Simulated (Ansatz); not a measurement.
`C=C[SiH2][SiH3]` + `BN` → `BN[SiH2][SiH3]` + ethylene at 500 K and 1 bar (ligand exchange at the Si–C bond).

Computed with Ansatz on PBE0-D4/def2-TZVP structures; ΔE is electronic, products minus reactants. CBS: MP2 limit from def2 TZ/QZ plus the TZ coupled-cluster correction, frozen cores. This one scheme is used for every species. One conformer a species, not always the lowest.

```json
{"species": "`C=C[SiH2][SiH3]`", "CCSD(T)/CBS energy (Eh)": "-659.04133", "H − E (kJ/mol)": "270.4", "S (J/(mol·K))": "421.3"}
{"species": "`BN`", "CCSD(T)/CBS energy (Eh)": "-81.93499", "H − E (kJ/mol)": "148.8", "S (J/(mol·K))": "257.4"}
{"species": "`BN[SiH2][SiH3]`", "CCSD(T)/CBS energy (Eh)": "-662.50812", "H − E (kJ/mol)": "262.4", "S (J/(mol·K))": "428.5"}
{"species": "`C=C`", "CCSD(T)/CBS energy (Eh)": "-78.48111", "H − E (kJ/mol)": "155.1", "S (J/(mol·K))": "245.3"}
```

H − E and S are ideal-gas, rigid-rotor, harmonic terms from PBE0-D4/def2-TZVP, for one conformer and one mirror image of each species. 1 Eh = 2625.50 kJ/mol, R = 8.31446 J/(mol·K).

Q: By hand: ΔE, ΔH, ΔS and ΔG.

A: ΔE = (-662.50812) + (-78.48111) − (-659.04133) − (-81.93499) = -0.01291 Eh = -33.9 kJ/mol. Δ(H − E) = 262.4 + 155.1 − 270.4 − 148.8 = -1.7, so ΔH = -35.6 kJ/mol. ΔS = 428.5 + 245.3 − 421.3 − 257.4 = -4.9 J/(mol·K). ΔG = -35.6 − 500 × (-4.9)/1000 = -33.1 kJ/mol.

Q: By hand: the equilibrium constant, and the temperature at which ΔG would vanish if ΔH and ΔS stayed fixed.

A: log₁₀ K = −ΔG/(RT ln 10) = 3.5. ΔG = 0 at ΔH/ΔS = 7265 K, far beyond where these terms or the molecules hold.

The number of gas molecules stays the same, so ΔS is small and ΔH decides. A doubt of 5 kJ/mol in ΔE shifts log₁₀ K by 0.5 here. Other conformers and mirror images would add mixing entropy, several J/(mol·K) or more a flexible species. Modes under 60 cm⁻¹, often nearly free rotors, make the harmonic entropy too high. These are equilibria of isolated gas molecules and say nothing of rates. Largest T1 diagnostic: 0.013 (customary marks: 0.02 for closed shells, 0.045 for open ones).
